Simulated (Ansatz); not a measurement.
Stepwise reaction of `[CH3][Sc]([CH3])[F]` with hydrogen fluoride, as a gas-phase model of exchange steps in deposition or etching. ΔE in kJ/mol.

Program: Ansatz. Geometries: PBE0-D4/def2-TZVP. ΔE: electronic, gas phase. CCSD(T)/CBS adds triple-zeta CCSD(T) − MP2 to the extrapolated MP2 energy (def2 sets, frozen cores). This one scheme is used for every species. DFT in def2-TZVPP. B3LYP here is the variant with VWN-RPA as its local correlation; programs differ in this. For Sc outer-core shells are correlated without core-valence functions, which leaves a few kJ/mol of doubt a bond. Scalar relativity is left out up to krypton.

```json
{"step": "1", "reaction": "`[CH3][Sc]([CH3])[F]` + H–F → `[CH3][Sc]([F])[F]` + CH₄", "PBE-D4": "-259.6", "B3LYP-D4": "-265.2", "ωB97M-V": "-259.4", "CCSD(T)/CBS": "-248.1"}
{"step": "2", "reaction": "`[CH3][Sc]([F])[F]` + H–F → `[F][Sc]([F])[F]` + CH₄", "PBE-D4": "-252.6", "B3LYP-D4": "-257.4", "ωB97M-V": "-251.0", "CCSD(T)/CBS": "-239.7"}
```

(1) By hand: ΔE of the 2 steps together at CCSD(T)/CBS.

Results:

(1) (-248.1) + (-239.7) = -487.8 kJ/mol, or -243.9 kJ/mol a step.

In ΔE each step is higher than the one before. All are downhill at CCSD(T)/CBS. PBE-D4 differs from CCSD(T)/CBS by -12.9 to -11.5 kJ/mol a step. Isolated molecules leave out the surface, adducts and barriers. Largest T1 diagnostic: 0.017.
